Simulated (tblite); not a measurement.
Species: C₄H₁₆NSi₃ (charge +1).
Numbering: `[CH3:1][C@@H:2]([N:3]([SiH3:4])[SiH3:5])[Si+:6]([CH3:7])[CH3:8]` (hydrogens: H9, H10, H11 on C1; H12 on C2; H13, H14, H15 on Si4; H16, H17, H18 on Si5; H19, H20, H21 on C7; H22, H23, H24 on C8)

Computed geometry: GFN2-xTB, gas phase.

Q: What internal coordinates does the optimisation give?

A: 
```csv
bond,length (Å),order
C1–C2,1.534,single
C2–N3,1.454,single
N3–Si4,1.738,single
N3–Si5,1.765,single
C2–Si6,1.919,single
"Si6–C7, Si6–C8",1.888,single
"C1–H9, C1–H10, C1–H11",1.088,single
C2–H12,1.098,single
"Si4–H13, Si4–H14, Si5–H17",1.454,single
Si4–H15,1.513,single
"Si5–H16, Si5–H18",1.463,single
C7–H19 and 5 like bonds,1.090,single
```

Bonds in one row agree within 0.01 Å and their mean is given. Orders are formal, as drawn. A selection of angles:
```csv
angle,degrees
C2–C1–H9,111.0
C2–C1–H10,109.1
H9–C1–H10,107.9
H9–C1–H11,109.4
C1–C2–N3,113.0
C1–C2–Si6,112.7
C1–C2–H12,107.3
N3–C2–Si6,108.0
N3–C2–H12,107.3
Si6–C2–H12,108.4
C2–N3–Si4,118.5
C2–N3–Si5,116.6
Si4–N3–Si5,121.8
N3–Si4–H13,115.1
N3–Si4–H14,108.0
N3–Si4–H15,97.5
H13–Si4–H14,115.2
H13–Si4–H15,108.7
H14–Si4–H15,111.0
N3–Si5–H16,109.8
N3–Si5–H17,104.3
H16–Si5–H17,113.5
C2–Si6–C7,121.0
C2–Si6–C8,117.5
C7–Si6–C8,121.3
Si6–C7–H19,110.9
H19–C7–H20,107.0
```

Torsions: C1–C2–N3–Si4 70° (synclinal); C1–C2–Si6–C7 7° (synperiplanar).

N3 (nitrogen bridging silicon atoms) is almost planar (angles 121.8°, 118.5° and 116.6°, sum 356.9°, 0.17 Å off the plane of its three neighbours). Si6 (silicon bonded to 3 C) is planar (angles 121.3°, 121.0° and 117.5°, sum 359.7°, 0.06 Å off the plane of its three neighbours). Si4 (SiH3 silicon) is distorted tetrahedral (angles from 97.5° to 115.2°). Of the pairs four or more bonds apart, Si6···H15 is among the closest relative to their van der Waals radii: 2.36 Å, 72 % of the sum of Bondi's values. The N–Si distances run from 1.738 Å (N3–Si4, drawn single) to 1.765 Å (N3–Si5, drawn single), a spread of 0.027 Å. The 3 C–Si bonds span 1.886 Å (Si6–C8, drawn single) to 1.919 Å (C2–Si6, drawn single), a spread of 0.033 Å.

Point group: C1 (no symmetry element, even within 0.4 Å). Its GFN2-xTB frequencies are all real (lowest 39 cm⁻¹).

One conformer stands for the species.
